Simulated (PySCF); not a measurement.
These 2 structures share the formula C2H11NSi4. Method used: PySCF 2.14.0, PBE0-D3(BJ)/def2-SVP geometry optimisation, gas phase. One conformer each; no zero-point energy, no entropy. No frequencies were run at this level. Point groups hold within 0.08 Å.

Question: Order them by energy at this level, lowest first, and give relative energies in kcal/mol.
A. `[N:1]#[C:2][CH2:3][SiH2:4][SiH2:5][SiH2:6][SiH3:7]` with C2–C3–Si4–Si5 -179°, C3–Si4–Si5–Si6 56°, Si4–Si5–Si6–Si7 180°
B. `[N:1]#[C:2][SiH2:3][SiH2:4][SiH2:5][CH2:6][SiH3:7]` with C2–Si3–Si4–Si5 -48°, Si3–Si4–Si5–C6 -165°, Si4–Si5–C6–Si7 -51°

Answer: B (0.0), A (5.3).

```csv
SMILES,E (Eh),E rel (kcal/mol),dipole (D),point group,"A, B, C (MHz)"
N#C[SiH2][SiH2][SiH2]C[SiH3],-1294.44062,0.0,3.81,C1,"2240, 487.3, 447.2"
N#CC[SiH2][SiH2][SiH2][SiH3],-1294.43214,5.3,4.23,C1,"2902, 392.8, 360.6"
```
